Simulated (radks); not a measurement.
Valence configurations of N I (all share [He]). Method: scalar-relativistic Kohn-Sham, LDA (Slater exchange, Perdew-Wang correlation), spin-polarised, spherical densities, finite nucleus; open shells are filled with parallel spins first; Fermi nuclear charge, rms radius 2.5582 fm; computed with a radial shooting solver on a logarithmic mesh with Libxc functionals. Energies are relative to 2s2 2p3; eigenvalues in eV for spin up.

valence      E (eV)  moment (Bohr magnetons)   e(2p)    e(2s)
2s2 2p3       0.000                        3  -8.390  -19.628
2s1 2p4      10.890                        3  -9.237  -20.597
2s1.5 2p3.5   5.454                        3  -8.814  -20.114
2s0.5 2p4.5  18.378                        2  -9.021  -20.365
2p5          25.123                        1  -8.646        -

NIST lists [He] 2s2 2p3 as the ground configuration; this level of theory agrees among the configurations tried. The energies are those of spherical high-spin densities, not of single terms.
